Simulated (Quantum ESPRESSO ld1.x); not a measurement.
Results of a calculation; reference values are marked as such.
The hafnium ion Hf51+, configuration [Ar] 3d3. Code: ld1.x of Quantum ESPRESSO 7.5. Model: scalar-relativistic Kohn-Sham, HCTH/120, spin-unpolarised, spherical densities, point nucleus. Some entries of the table are withheld. Estimate them.

orbital,occ.,eigenvalue (hartree),<r> (bohr)
1s,2,(1),(2)
2s,2,-530.288,0.07985
2p,6,-480.965,0.07115
3s,2,(3),0.1974
3p,6,-184.559,(4)
3d,3,-169.619,0.1728
4s,0,(5),0.3777
4p,0,-96.5651,(6)

Answer. 
(1) 1s eigenvalue (hartree): -2521.29
(2) 1s <r> (bohr): 0.01899
(3) 3s eigenvalue (hartree): -199.343
(4) 3p <r> (bohr): 0.1946
(5) 4s eigenvalue (hartree): -102.455
(6) 4p <r> (bohr): 0.3818
